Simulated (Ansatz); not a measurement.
Gas-phase electronic energies from Ansatz, PBE0-D4/def2-TZVP geometries. CCSD(T)/CBS adds triple-zeta CCSD(T) − MP2 to the extrapolated MP2 energy (def2 sets, frozen cores). This one scheme is used for every species. Functionals use def2-TZVPP. B3LYP here is the variant with VWN-RPA as its local correlation; programs differ in this. For Ge outer-core shells are correlated without core-valence functions, which leaves a few kJ/mol of doubt a bond. Scalar relativity is left out up to krypton. One conformer a species, not always the lowest.

`[NH2][GeH2][O]BF` + `[NH2][GeH2][OH]` → `[NH2][GeH2][O][GeH2][NH2]` + `OBF`  (ligand exchange at a Ge–O bond)

```csv
level,ΔE (kJ/mol)
PBE-D4,-16.2
B3LYP-D4,-17.0
PBE,-10.7
PBE0,-11.4
HF/def2-TZVPP,-9.2
MP2/def2-TZVPP,-18.3
HF/CBS(def2),-7.9
MP2/CBS(def2),-17.2
```

**Question.** What does CCSD(T)/CBS give? (Best estimate.)

**Answer.** Ansatz gave: -16.4 kJ/mol. The listed levels differ from it by 0.2, -0.6, 5.7, 5.0, 7.2, -1.9, 8.5, -0.8 kJ/mol.

Largest T1 diagnostic among the species: 0.013.

In def2-TZVPP, CCSD(T) changes the Hartree–Fock value by −8.3 kJ/mol (the triples alone add −1.8 kJ/mol) and MP2 by −9.1 kJ/mol. The D4 term adds −8.6 kJ/mol with B3LYP and −5.0 kJ/mol with PBE0; it sums over pairs of atoms, weighted by their polarisabilities, and B3LYP, whose exchange is more repulsive, gets the larger term.
